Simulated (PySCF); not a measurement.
C₂H₉NSi.
InChI=1S/C2H9NSi/c3-1-2-4/h1-3H2,4H3

Torsions of this conformer, `[NH2:1][CH2:2][CH2:3][SiH3:4]`: N1–C2–C3–Si4 45°, H–N1–C2–C3 69°, H–N1–C2–C3 -171°.

The closed-shell ground state was solved at several levels (PySCF, density fitting, gas phase, non-relativistic). Isolated species at its PBE0-D3(BJ)/def2-SVP geometry (one conformer only).

| level | basis functions | total energy (Eh) | HOMO (eV) | LUMO (eV) | gap (eV) | dipole (D) |
| --- | --- | --- | --- | --- | --- | --- |
| CAM-B3LYP/pcSseg-2 | 277 | -425.8672 | -8.57 | 1.04 | 9.61 | 2.30 |
| PBE0/def2-SVPD | 156 | -425.3967 | -7.14 | 0.49 | 7.63 | 2.30 |

Problem. Estimate the row for PBE0/pcSseg-1, a basis of 120 functions; the other rows only guide the guess.

Solution. Total energy -425.5454 Eh, HOMO -7.05 eV, LUMO 1.04 eV, gap 8.09 eV, dipole 2.42 D.

Problem. Over all these levels, which gives the widest orbital gap and which the narrowest?

Solution. CAM-B3LYP/pcSseg-2 (range-separated hybrid) has the widest, 9.61 eV, and PBE0/def2-SVPD (global hybrid, 25 % exact exchange) the narrowest, 7.63 eV. Functional and basis both differ between the two, so the spread mixes both effects.

Problem. How far do the dipole and the HOMO energy spread over the levels?

Solution. The dipole runs from 2.30 to 2.42 D (mean 2.34 D) and the HOMO from -8.57 to -7.05 eV.
